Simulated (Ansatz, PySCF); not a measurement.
Reaction (SMILES): [F][Bi]([F])[F] → [F][Bi][F] + F atom (the Bi-F bond at the site shown breaks; other sites are not compared here)
Each molecule is optimised on its own at B3LYP-D3(BJ)/def2-TZVP (Ansatz, a first-principles code).
Geometry of the first species:
```
Bi
F 1 2.0046
F 1 2.0046 2 95.78
F 1 2.0046 2 95.78 3 96.44
```
Charge 0, spin multiplicity 1.

Quantity: bond dissociation energy (electronic energy difference), in kcal/mol. Correlated levels leave the core frozen unless marked. UHF or UKS for open shells. Spin-orbit coupling is left out. The frozen core is the preceding noble-gas configuration, with the filled d and f shells of earlier blocks. In def2 rows, elements after Kr have scalar-relativistic effective core potentials. CBS marks a two-point X^-3 extrapolation of the correlation energy; Hartree-Fock from the larger set. The bracket is a focal-point correction in the basis named.

```json
[
 {"level": "HF-D4/def2-TZVPD", "program": "PySCF + dftd4", "bond dissociation energy (kcal/mol)": "[?]"},
 {"level": "revPBE-D4/def2-TZVPD", "program": "Ansatz + dftd4", "bond dissociation energy (kcal/mol)": "110.1"},
 {"level": "PBE0/def2-TZVP", "program": "Ansatz", "bond dissociation energy (kcal/mol)": "[?]"},
 {"level": "PBE0/def2-QZVPP", "program": "Ansatz", "bond dissociation energy (kcal/mol)": "[?]"},
 {"level": "TPSSh-D4/def2-TZVPD", "program": "PySCF + dftd4", "bond dissociation energy (kcal/mol)": "108.8"},
 {"level": "M06-2X/def2-TZVPD", "program": "PySCF", "bond dissociation energy (kcal/mol)": "104.1"},
 {"level": "CAM-B3LYP-D4/def2-TZVPD", "program": "Ansatz + dftd4", "bond dissociation energy (kcal/mol)": "108.7"},
 {"level": "wB97X-V/def2-TZVPD", "program": "Ansatz", "bond dissociation energy (kcal/mol)": "109.3"},
 {"level": "RI-MP2/CBS(def2-TZVPPD,def2-QZVPPD)+[CCSD(T)-MP2]/def2-TZVPPD", "program": "Ansatz", "bond dissociation energy (kcal/mol)": "[?]"}
]
```

Problem. Some entries are withheld; supply them.

Solution. 
- HF-D4/def2-TZVPD, bond dissociation energy (kcal/mol): 66.1
- PBE0/def2-TZVP, bond dissociation energy (kcal/mol): 105.8
- PBE0/def2-QZVPP, bond dissociation energy (kcal/mol): 106.9
- RI-MP2/CBS(def2-TZVPPD,def2-QZVPPD)+[CCSD(T)-MP2]/def2-TZVPPD, bond dissociation energy (kcal/mol): 110.8
